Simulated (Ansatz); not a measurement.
`Cl[SiH2][GeH]1[CH2][O]1`, relaxed with RKS PBE-D4/def2-SVP in Ansatz from a rough embedded geometry. The force threshold is 0.03 eV/Å; the program also tests the step.

Charge 0, multiplicity 1.

Start:

```xyz
10

Cl    0.093    2.291    1.516
Si    0.900    0.325    1.513
Ge    0.464   -0.629   -0.532
C    -1.113    0.087   -1.526
O    -1.387   -0.876   -0.664
H     2.353    0.344    1.730
H     0.244   -0.486    2.568
H     1.047   -2.016   -0.953
H    -1.433    1.128   -1.105
H    -1.168   -0.167   -2.547
```

(1) By how much does the energy fall, and how many steps does the optimiser take? (An estimate is asked.)

(2) Which bonds change most? (Best estimate.)

(3) Give the relaxed structure. (Estimate.)

Answers

(1) Computed: 0.42 eV, in 7 steps.

(2) The calculation gave: Si2–Ge3 from 2.298 to 2.377 Å; C4–O5 from 1.321 to 1.392 Å; C4–H10 from 1.054 to 1.113 Å; C4–H9 from 1.168 to 1.112 Å.

(3) Ansatz gave: 
```xyz
10

Cl    0.028    2.182    1.517
Si    0.913    0.291    1.543
Ge    0.486   -0.626   -0.607
C    -1.093    0.100   -1.497
O    -1.420   -0.792   -0.479
H     2.380    0.442    1.831
H     0.264   -0.530    2.620
H     1.025   -2.008   -1.063
H    -1.315    1.176   -1.323
H    -1.268   -0.235   -2.544
```
